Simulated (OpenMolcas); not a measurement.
Ionisation energies of neon

```yaml
Program: OpenMolcas
Basis: ANO-L-VTZP [4s3p2d1f]
Scalar_Hamiltonian: non-relativistic, point nucleus
Spin-orbit_coupling: RASSI with atomic mean-field integrals over the reference wave functions, term energies averaged over their components
```

Active shells in each charge state: the valence s, p shells, with orbitals averaged over the low states. Where CASPT2's correlated closed shells are named, they are those of the first ion.

A. CASSCF
B. SS-CASPT2, IPEA 0.25 Eh, imaginary shift 0.1 Eh (closed shells correlated: 1s)
C. SS-CASPT2, IPEA 0 Eh, imaginary shift 0.1 Eh (closed shells correlated: 1s)

Energies in eV between the lowest computed levels, named as in B; reference values from the NIST Atomic Spectra Database with their kind.

```json
{"From": "Ne 2s2 2p6 1S0", "To": "Ne+ 2s2 2p5 2P* 3/2", "A": "20.045", "B": "21.698", "C": "21.645", "Spin-orbit share in B": "-0.032", "Reference": "21.565 (measured)"}
{"From": "Ne+ 2s2 2p5 2P* 3/2", "To": "Ne2+ 2s2 2p4 3P2", "A": "39.420", "B": "40.828", "C": "40.796", "Spin-orbit share in B": "-0.005", "Reference": "40.963 (measured)"}
{"From": "Ne2+ 2s2 2p4 3P2", "To": "Ne3+ 2s2 2p3 4S* 3/2", "A": "61.613", "B": "62.891", "C": "62.874", "Spin-orbit share in B": "+0.037", "Reference": "63.423 (measured)"}
{"From": "Ne3+ 2s2 2p3 4S* 3/2", "To": "Ne4+ 2s2 2p2 3P0", "A": "95.847", "B": "96.955", "C": "96.991", "Spin-orbit share in B": "-0.092", "Reference": "97.190 (semi-empirical)"}
{"From": "Ne4+ 2s2 2p2 3P0", "To": "Ne5+ 2s2 2p 2P* 1/2", "A": "124.946", "B": "125.982", "C": "126.016", "Spin-orbit share in B": "-0.011", "Reference": "126.247 (measured)"}
{"From": "Ne5+ 2s2 2p 2P* 1/2", "To": "Ne6+ 2s2 1S0", "A": "156.535", "B": "157.553", "C": "157.584", "Spin-orbit share in B": "+0.103", "Reference": "157.934 (measured)"}
{"From": "Ne6+ 2s2 1S0", "To": "Ne7+ 2s 2S 1/2", "A": "206.820", "B": "206.860", "C": "206.860", "Spin-orbit share in B": "+0.000", "Reference": "207.271 (measured)"}
{"From": "Ne7+ 2s 2S 1/2", "To": "Ne8+ 1s2 1S0", "A": "238.634", "B": "238.670", "C": "238.671", "Spin-orbit share in B": "+0.000", "Reference": "239.097 (semi-empirical)"}
```

Error against the reference values, in %:

| From | Reference | A | B | C |
| --- | --- | --- | --- | --- |
| Ne | measured | -7.0 | +0.6 | +0.4 |
| Ne+ | measured | -3.8 | -0.3 | -0.4 |
| Ne2+ | measured | -2.9 | -0.8 | -0.9 |
| Ne3+ | semi-empirical | -1.4 | -0.2 | -0.2 |
| Ne4+ | measured | -1.0 | -0.2 | -0.2 |
| Ne5+ | measured | -0.9 | -0.2 | -0.2 |
| Ne6+ | measured | -0.2 | -0.2 | -0.2 |
| Ne7+ | semi-empirical | -0.2 | -0.2 | -0.2 |

Mean absolute error over the 6 measured values: A 1.34 eV, B 0.31 eV, C 0.30 eV.

* marks odd parity.
